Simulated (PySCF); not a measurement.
ClSn (SMILES [Cl][Sn+]), charge +1, singlet, geometry from GFN2-xTB (such geometries of metal compounds can be far from the true shape) (core potentials on Sn); PBE0/def2-TZVP (PySCF).

The PySCF input:
```python
from pyscf import gto, scf, dft

mol = gto.Mole()
mol.atom = '''
    Sn   -0.00000000   -0.00000000   -0.58286497
    Cl    0.00000000    0.00000000    1.71430873
'''
mol.basis = 'def2-tzvp'
mol.ecp = {'Sn': 'def2-tzvp'}
mol.charge = 1
mol.verbose = 4
mol.build()

mf = dft.RKS(mol)
mf.xc = 'pbe0'
mf.kernel()
```

The log (banner, timings and long lists left out):

```
PySCF version 2.14.0

[INPUT] verbose = 4
[INPUT] num. atoms = 2
[INPUT] num. electrons = 38
[INPUT] charge = 1
[INPUT] spin (= nelec alpha-beta = 2S) = 0
[INPUT] symmetry False subgroup None
[INPUT] Mole.unit = angstrom
[INPUT] Symbol           X                Y                Z      unit          X                Y                Z       unit  Magmom
[INPUT]  1 Sn     0.000000000000   0.000000000000  -0.582864970000 AA    0.000000000000   0.000000000000  -1.101455160903 Bohr   0.0
[INPUT]  2 Cl     0.000000000000   0.000000000000   1.714308730000 AA    0.000000000000   0.000000000000   3.239573992651 Bohr   0.0

nuclear repulsion = 86.1546851611961
number of shells = 29
number of NR pGTOs = 154
number of NR cGTOs = 87
basis = def2-tzvp
ecp = {'Sn': 'def2-tzvp'}

******** <class 'pyscf.dft.rks.RKS'> ********
method = RKS
initial guess = minao
damping factor = 0
level_shift factor = 0
DIIS = <class 'pyscf.scf.diis.CDIIS'>
diis_start_cycle = 1
diis_space = 8
diis_damp = 0
SCF conv_tol = 1e-09
SCF conv_tol_grad = None
SCF max_cycles = 50
direct_scf = True
direct_scf_tol = 1e-13
XC library pyscf.dft.libxc version 7.1.2
    S. Lehtola, C. Steigemann, M. J. T. Oliveira, and M. A. L. Marques,  SoftwareX 7, 1–5 (2018)
XC functionals = pbe0
    C. Adamo and V. Barone,  J. Chem. Phys. 110, 6158 (1999)
    M. Ernzerhof and G. E. Scuseria,  J. Chem. Phys. 110, 5029 (1999)
radial grids:
    Treutler-Ahlrichs [JCP 102, 346 (1995); DOI:10.1063/1.469408] (M4) radial grids

becke partition: Becke, JCP 88, 2547 (1988); DOI:10.1063/1.454033
pruning grids: <function nwchem_prune>
grids dens level: 3
symmetrized grids: False
atomic radii adjust function: <function treutler_atomic_radii_adjust>
small_rho_cutoff = 0
Set gradient conv threshold to 3.16228e-05
Initial guess from minao.
tot grids = 40840
init E= -637.626862528441
  HOMO = -0.696979037484283  LUMO = -0.590676815984209  gap/eV = 2.89263
cycle= 1 E= -672.702472240613  delta_E= -35.1  |g|=  2.7  |ddm|= 30.3
  HOMO = -0.334467388471111  LUMO = -0.203653859631369  gap/eV = 3.55962
cycle= 2 E= -671.842514124756  delta_E= 0.86  |g|= 3.68  |ddm|= 7.79
  HOMO = -0.528489392725542  LUMO = -0.296047817961062  gap/eV = 6.32506
cycle= 3 E= -674.109652808816  delta_E= -2.27  |g|= 0.344  |ddm|=  4.1
  HOMO = -0.53186455347526  LUMO = -0.338168590580144  gap/eV = 5.27074
cycle= 4 E= -674.133131884213  delta_E= -0.0235  |g|= 0.187  |ddm|= 0.664
  HOMO = -0.558389800625188  LUMO = -0.33478921503775  gap/eV = 6.08448
cycle= 5 E= -674.14239455336  delta_E= -0.00926  |g|= 0.0503  |ddm|= 0.205
  HOMO = -0.553714024263623  LUMO = -0.334396427551131  gap/eV = 5.96794
cycle= 6 E= -674.142950975824  delta_E= -0.000556  |g|= 0.0101  |ddm|= 0.0542
  HOMO = -0.554674951072069  LUMO = -0.333898536392029  gap/eV = 6.00763
cycle= 7 E= -674.142971635915  delta_E= -2.07e-05  |g|= 0.00292  |ddm|= 0.0118
  HOMO = -0.554326702689719  LUMO = -0.333768413182237  gap/eV = 6.00170
cycle= 8 E= -674.142974181366  delta_E= -2.55e-06  |g|= 0.000797  |ddm|= 0.00361
  HOMO = -0.554345063201731  LUMO = -0.333820478867282  gap/eV = 6.00078
cycle= 9 E= -674.142974359939  delta_E= -1.79e-07  |g|= 6.83e-05  |ddm|= 0.000676
  HOMO = -0.554346502858618  LUMO = -0.333828157741177  gap/eV = 6.00061
cycle= 10 E= -674.142974361926  delta_E= -1.99e-09  |g|= 1.21e-05  |ddm|= 0.000131
  HOMO = -0.55434429411988  LUMO = -0.333828091773009  gap/eV = 6.00055
cycle= 11 E= -674.142974361985  delta_E= -5.93e-11  |g|= 6.31e-07  |ddm|= 2.02e-05
  HOMO = -0.55434439095101  LUMO = -0.333828169516543  gap/eV = 6.00055
Extra cycle  E= -674.142974361985  delta_E= 4.55e-13  |g|= 2.29e-07  |ddm|= 9.81e-07
converged SCF energy = -674.142974361985
```
